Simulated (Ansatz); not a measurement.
Steps of a relaxation of `O=C[NH][SbH2]` with RKS PBE-D4/def2-SVP.

```sh
$ ansatz run in.yaml --threads 2 --pin off --events-out ev --progress --plain --max-ram 4352MiB
```

```yaml
crystal:
  periodic: [false, false, false]
  atoms:
    - {symbol: O, position_ang: [-0.386500, 1.693400, -1.066600]}
    - {symbol: C, position_ang: [0.453600, 1.358200, -0.275400]}
    - {symbol: N, position_ang: [0.278100, 0.143800, 0.437800]}
    - {symbol: Sb, position_ang: [-1.304400, -1.069300, 0.224100]}
    - {symbol: H, position_ang: [1.344100, 1.960600, -0.152500]}
    - {symbol: H, position_ang: [1.061100, -0.140500, 1.111500]}
    - {symbol: H, position_ang: [-0.818500, -1.598800, -1.363000]}
    - {symbol: H, position_ang: [-0.535300, -2.404600, 1.028200]}
basis:
  gaussian: {orbitals: def2-SVP}
hamiltonian: {xc: pbe, dispersion: d4}
relax: {f_tol: 0.03, max_steps: 200}
```

Positions (Å) and forces (eV/Å) along the path, 9 of 9 steps:

```xyz
8
step=1 energy=-11167.5101 eV
O    -0.387    1.693   -1.067   -1.462    0.879   -1.487
C     0.454    1.358   -0.275   -1.161   -2.953    1.072
N     0.278    0.144    0.438    3.959    1.958    1.278
Sb   -1.304   -1.069    0.224   -1.809   -0.564   -0.562
H     1.344    1.961   -0.152    1.344    0.299    0.765
H     1.061   -0.141    1.111   -1.103    0.514   -1.059
H    -0.819   -1.599   -1.363   -0.013   -0.176    0.038
H    -0.535   -2.405    1.028    0.246    0.043   -0.044
8
step=2 energy=-11167.8049 eV
O    -0.409    1.656   -1.067   -0.233   -0.072   -0.596
C     0.465    1.292   -0.293   -0.897   -0.875    1.422
N     0.324    0.147    0.487    1.263    1.283   -0.513
Sb   -1.402   -1.004    0.170    0.271   -0.431   -0.089
H     1.338    1.948   -0.063    0.465   -0.164    0.031
H     1.100   -0.106    1.129   -0.430    0.040   -0.390
H    -0.886   -1.721   -1.348   -0.063    0.202    0.052
H    -0.438   -2.268    0.931   -0.375    0.018    0.084
8
step=3 energy=-11167.8083 eV
O    -0.420    1.617   -1.096    0.197    0.029    1.112
C     0.398    1.343   -0.200    0.465   -1.146   -1.308
N     0.369    0.150    0.484   -0.260    1.148   -0.380
Sb   -1.392   -1.015    0.150    0.482   -0.071   -0.014
H     1.372    1.935   -0.089   -0.632   -0.070    0.358
H     1.143   -0.076    1.113   -0.010   -0.059    0.131
H    -0.882   -1.718   -1.371   -0.002    0.153    0.070
H    -0.495   -2.294    0.953   -0.240    0.016    0.031
8
step=4 energy=-11167.9188 eV
O    -0.463    1.543   -1.069   -0.097    0.141    0.210
C     0.414    1.300   -0.236    0.225   -0.791   -0.213
N     0.417    0.156    0.502   -0.195    0.410   -0.205
Sb   -1.365   -0.997    0.148    0.244    0.205    0.034
H     1.327    1.947   -0.107   -0.126    0.110    0.121
H     1.200   -0.035    1.137   -0.092   -0.068    0.015
H    -0.848   -1.634   -1.385    0.042    0.023   -0.003
H    -0.590   -2.337    0.955   -0.001   -0.029    0.041
8
step=5 energy=-11167.9088 eV rejected
O    -0.454    1.622   -1.062    0.280   -0.221    0.540
C     0.428    1.308   -0.244   -0.335    0.584   -0.763
N     0.460    0.120    0.374   -0.233   -0.615    0.429
Sb   -1.351   -0.981    0.126    0.110    0.107   -0.221
H     1.258    2.018    0.012    0.162   -0.019    0.020
H     1.196   -0.148    1.035    0.043    0.231   -0.040
H    -0.812   -1.725   -1.354   -0.059   -0.040    0.047
H    -0.632   -2.272    1.057    0.033   -0.029   -0.012
8
step=6 energy=-11167.9417 eV
O    -0.481    1.564   -1.044    0.042   -0.038    0.077
C     0.424    1.286   -0.251   -0.084   -0.036   -0.051
N     0.431    0.143    0.468   -0.035   -0.010    0.002
Sb   -1.352   -0.977    0.130    0.006    0.044    0.003
H     1.301    1.967   -0.079    0.065    0.039    0.002
H     1.202   -0.077    1.107   -0.027    0.016   -0.037
H    -0.819   -1.658   -1.378    0.027    0.002   -0.005
H    -0.614   -2.307    0.992    0.006   -0.017    0.010
8
step=7 energy=-11167.9426 eV
O    -0.489    1.562   -1.037    0.019   -0.014    0.023
C     0.422    1.283   -0.252   -0.051   -0.035    0.001
N     0.426    0.143    0.473   -0.002    0.022    0.009
Sb   -1.354   -0.974    0.131    0.005    0.003   -0.014
H     1.305    1.959   -0.091    0.042    0.027   -0.003
H     1.202   -0.077    1.105   -0.016    0.001   -0.025
H    -0.802   -1.645   -1.375    0.001    0.000   -0.002
H    -0.618   -2.309    0.990    0.002   -0.004    0.011
8
step=8 energy=-11167.9429 eV
O    -0.494    1.569   -1.028    0.002   -0.009   -0.003
C     0.420    1.285   -0.250   -0.045   -0.046    0.018
N     0.424    0.145    0.474   -0.030    0.024   -0.029
Sb   -1.354   -0.974    0.124   -0.016    0.020    0.006
H     1.307    1.958   -0.094    0.050    0.033    0.006
H     1.205   -0.084    1.094    0.018   -0.006    0.003
H    -0.791   -1.654   -1.373    0.010   -0.003   -0.013
H    -0.626   -2.304    0.997    0.010   -0.012    0.011
8
step=9 energy=-11167.9429 eV
O    -0.494    1.566   -1.031    0.000    0.012    0.001
C     0.418    1.285   -0.249    0.000    0.000    0.011
N     0.414    0.151    0.484    0.018   -0.020    0.003
Sb   -1.357   -0.974    0.125    0.002    0.001    0.000
H     1.310    1.955   -0.095   -0.003    0.001   -0.014
H     1.208   -0.091    1.085   -0.016    0.010   -0.001
H    -0.784   -1.647   -1.372    0.001   -0.001   -0.005
H    -0.622   -2.302    0.997   -0.002   -0.003    0.005
```

It took 13 s on 2 threads of an Arm Neoverse V2 on a shared host, with 0.14 GiB of host memory at the peak.
